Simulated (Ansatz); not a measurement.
`O[SiH2]O[SiH2]` radical, relaxed with UKS PBE-D4/def2-SVP in Ansatz 0.2.0 from a rough embedded geometry. The force threshold is 0.03 eV/Å; the program also tests the step.

Charge 0, multiplicity 2.

Start:

```xyz
9

O     0.628   -1.845    1.260
Si    0.491   -1.031   -0.124
O     0.003    0.487    0.275
Si   -0.387    1.927   -0.586
H     0.290   -1.448    2.047
H    -0.507   -1.720   -0.985
H     1.770   -0.955   -0.859
H    -1.476    1.703   -1.518
H    -0.812    2.882    0.490
```

| step | energy (eV) | largest force (eV/Å) | largest move (Å) |
| --- | --- | --- | --- |
| 1 | -19911.3055 | 1.765 | 0.000 |
| 2 | -19911.4415 | 0.886 | 0.054 |
| 3 | -19911.4827 | 0.141 | 0.031 |
| 4 | -19911.4863 | 0.564 | 0.070 |
| 5 | -19911.4966 | 0.129 | 0.028 |
| 6 | -19911.5003 | 0.797 | 0.079 |
| 7 | -19911.5134 | 0.701 | 0.200 |
| 8 | -19911.5337 | 0.111 | 0.200 |
| 9 (rejected) | -19911.5335 | 0.264 | 0.057 |
| 10 | -19911.5365 | 0.028 | 0.028 |

End:

```xyz
9

O     0.920   -1.633    1.402
Si    0.499   -1.048   -0.103
O    -0.138    0.492    0.019
Si   -0.383    2.036   -0.576
H     0.177   -1.817    2.003
H    -0.555   -1.908   -0.746
H     1.772   -1.025   -0.890
H    -1.428    2.002   -1.673
H    -0.864    2.901    0.565
```

It took 14 s on 4 threads of a server CPU on a shared host, with 0.17 GiB of host memory at the peak.
